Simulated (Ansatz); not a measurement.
Cost and result for the atomization energy of C₂H₈BGeN (13 atoms, 14 bonds).

| atom | x (Å) | y (Å) | z (Å) |
| --- | --- | --- | --- |
| C1 | 0.507 | -0.568 | 1.483 |
| C2 | 0.107 | -0.050 | 0.148 |
| N3 | -1.325 | -0.096 | -0.253 |
| B4 | -0.504 | 1.231 | -0.505 |
| Ge5 | 0.884 | 0.299 | -1.639 |
| H6 | 1.515 | -0.220 | 1.719 |
| H7 | 0.519 | -1.662 | 1.529 |
| H8 | -0.153 | -0.198 | 2.280 |
| H9 | -1.636 | -0.752 | -0.962 |
| H10 | -1.978 | -0.045 | 0.521 |
| H11 | -0.915 | 2.296 | -0.170 |
| H12 | 0.602 | -0.840 | -2.646 |
| H13 | 2.377 | 0.604 | -1.504 |

Charge 0, multiplicity 1. Correlated methods include outer-core shells of Ge, which these sets cover unevenly. Scalar relativity is left out up to krypton. The bonds changed during the relaxation, so this is another structure than the one it started from. Geometry: relaxed with PBE0-D4/def2-TZVP. It is one conformer, not always the lowest. Program: Ansatz. All runs use 2 threads of an AMD EPYC 7R13 on a shared host and a share of an NVIDIA H100 80 GB. Times are those of one run each, without the atoms' runs, and a repeat can differ threefold. Electronic energies, without spin–orbit coupling; frozen cores. CCSD(T)/CBS adds CCSD(T) − MP2 in def2-TZVPP to the MP2 limit, and its time is that of the two runs behind it. T1 = 0.011. With those shells the extrapolation isn't a true limit. B3LYP takes the VWN-RPA correlation (the form of Gaussian; ORCA's B3LYP/G).

CCSD(T)/CBS is a level of theory with its own doubt, some kJ/mol a heavy atom from the limit and from the frozen cores, so smaller differences don't rank the functionals.

```tsv
level	functions	wall time
B2PLYP/def2-TZVPP	284	7 s
MP2/def2-QZVPP	557	8 s
PBE0-D4/def2-TZVPP	284	9 s
ωB97M-V/def2-TZVPP (with forces)	284	9.5 s
CCSD(T)/def2-TZVPP	284	9.5 s
r2SCAN-D4/def2-TZVPP (with forces)	284	11 s
ωB97X-V/def2-TZVPP	284	12 s
PBE-D4/def2-TZVPP (with forces)	284	12 s
B3LYP-D4/def2-TZVPP (with forces)	284	13 s
CCSD(T)/CBS(def2)	–	18 s
```

Question: What atomization energy does each give, and how far from CCSD(T)/CBS? (Estimate.)

Answer: Ansatz gave: 
| level | atomization (kcal/mol) | difference from CCSD(T)/CBS | per bond |
| --- | --- | --- | --- |
| B2PLYP/def2-TZVPP | 1074.1 | -12.2 | -0.9 |
| MP2/def2-QZVPP | 1088.7 | 2.4 | 0.2 |
| PBE0-D4/def2-TZVPP | 1095.7 | 9.4 | 0.7 |
| ωB97M-V/def2-TZVPP (with forces) | 1089.5 | 3.2 | 0.2 |
| CCSD(T)/def2-TZVPP | 1059.9 | -26.4 | -1.9 |
| r2SCAN-D4/def2-TZVPP (with forces) | 1092.3 | 6.0 | 0.4 |
| ωB97X-V/def2-TZVPP | 1092.0 | 5.7 | 0.4 |
| PBE-D4/def2-TZVPP (with forces) | 1112.6 | 26.3 | 1.9 |
| B3LYP-D4/def2-TZVPP (with forces) | 1086.3 | 0.0 | 0.0 |
| CCSD(T)/CBS(def2) | 1086.3 | 0.0 | 0.0 |

From PBE to PBE0 (25 % exact exchange), in def2-TZVPP and without D4, the atomization energy moves by −15.8 kcal/mol: exact exchange takes away binding that semilocal exchange gives to molecules. In def2-TZVPP, CCSD(T) changes the Hartree–Fock value by +286.7 kcal/mol (the triples alone add +17.5 kcal/mol) and MP2 by +300.1 kcal/mol; breaking electron pairs costs correlation energy, which Hartree–Fock lacks. The D4 term adds +10.6 kcal/mol with B3LYP and +5.6 kcal/mol with PBE0; it sums over pairs of atoms, weighted by their polarisabilities, and B3LYP, whose exchange is more repulsive, gets the larger term.
